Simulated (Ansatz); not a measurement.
# A convergence study on SnTe (SMILES [Sn][Te])

SnTe: 2 atoms, total charge 0, spin state singlet. SMILES: `[Sn][Te]`. The shape is that of a PBE0-D4/def2-TZVP optimisation.

| atom | x (Å) | y (Å) | z (Å) |
| --- | --- | --- | --- |
| Sn | 0.0000 | 0.0000 | 0.0094 |
| Te | 0.0000 | 0.0000 | 2.5273 |

Program: Ansatz 0.2.0. Method: PBE (sfX2C). Swept: basis set. Watched: the vertical ionisation energy (to the doublet cation). Each run: energy. Hardware: 1 thread of Arm Neoverse V1, shared host.

The last row is the best point of the sweep, not the limit.

Question: The candidates, from coarse to fine: ANO-RCC-MB; ANO-RCC-VDZ; ANO-RCC-VDZP; ANO-RCC-VTZP; ANO-RCC-VQZP. Estimate which is the coarsest that holds the vertical ionisation energy (to the doublet cation) within 0.1 eV of the last.

Answer: ANO-RCC-VDZP: it is 0.0844 eV off and takes 27 s, against 81 s for ANO-RCC-VQZP.

```json
{"basis set": "ANO-RCC-MB", "basis functions": "54", "value (eV)": "9.6604", "from the best (eV)": "+0.9969", "wall time": "25 s"}
{"basis set": "ANO-RCC-VDZ", "basis functions": "62", "value (eV)": "8.9372", "from the best (eV)": "+0.2737", "wall time": "37 s"}
{"basis set": "ANO-RCC-VDZP", "basis functions": "86", "value (eV)": "8.7479", "from the best (eV)": "+0.0844", "wall time": "27 s"}
{"basis set": "ANO-RCC-VTZP", "basis functions": "136", "value (eV)": "8.6827", "from the best (eV)": "+0.0192", "wall time": "54 s"}
{"basis set": "ANO-RCC-VQZP", "basis functions": "186", "value (eV)": "8.6635", "from the best (eV)": "0.0000", "wall time": "81 s"}
```
